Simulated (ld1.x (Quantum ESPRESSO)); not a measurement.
# Logarithmic derivatives: Si (Z = 14), ultrasoft

silicon (Si), ultrasoft, made with ld1.x (Quantum ESPRESSO) 7.5 (PBE, scalar-relativistic). Core [Ne], reference 3s2 3p2. Waves: 3s (bound): rcut 1.40, rcutus 1.75 bohr; 3s channel at 2.1 Ry: rcut 1.40, rcutus 1.75 bohr; 3p (bound): rcut 1.65, rcutus 2.15 bohr; 3p channel at 0.15 Ry: rcut 1.65, rcutus 2.15 bohr; 3d channel at 0.3 Ry: rcut 1.75, rcutus 2.25 bohr; 3d channel at 3 Ry: rcut 1.75, rcutus 2.25 bohr. Local part: all-electron potential smoothed inside 1.45 bohr (lloc = -1). Core correction: a·sin(br)/r model core, default radius (core density twice the valence density). Augmentation charge: PSQ, inside the norm-conserving radii.

The phase is arctan(r·u′/u) with u = r·R(r), unwrapped; energies in Ry, scanned from -3 to 5 Ry. A pole is an energy at which the radial function vanishes at the test radius. The pseudo phase is shifted by a multiple of π to meet the all-electron one at the reference energy, and phase errors are pseudo minus all-electron; the curves can meet again beyond the range given. Levels narrower than the energy grid can be missing from the lists of poles.

Task: For each channel, where are the poles, and over which energies does the pseudopotential scatter like the atom?

Result:

| channel | radius (bohr) | reference energy (Ry) | poles, all-electron | poles, pseudo | unbroken range about the reference energy with phases within 0.05 rad | phase error 1 Ry above the reference energy (rad) |
| --- | --- | --- | --- | --- | --- | --- |
| s | 2.44 | -0.79 | 0.47 | 0.47 | the whole range | -0.000 |
| p | 2.44 | -0.30 | 1.37 | 1.36 | below 4.0 | -0.000 |
| d | 2.44 | 0.30 | 2.34 | 2.34 | the whole range | +0.000 |

Phases in the p channel:

```csv
E (Ry),all-electron,pseudo
-3.00,1.297,1.297
-2.52,1.261,1.261
-2.04,1.208,1.208
-1.56,1.120,1.120
-1.08,0.937,0.937
-0.60,0.417,0.417
-0.12,-0.726,-0.725
0.36,-1.268,-1.268
0.84,-1.462,-1.462
1.32,-1.563,-1.563
1.80,-1.633,-1.634
2.28,-1.694,-1.696
2.76,-1.759,-1.762
3.24,-1.844,-1.851
3.72,-1.980,-2.004
4.20,-2.272,-2.365
4.68,-3.052,-3.353
```
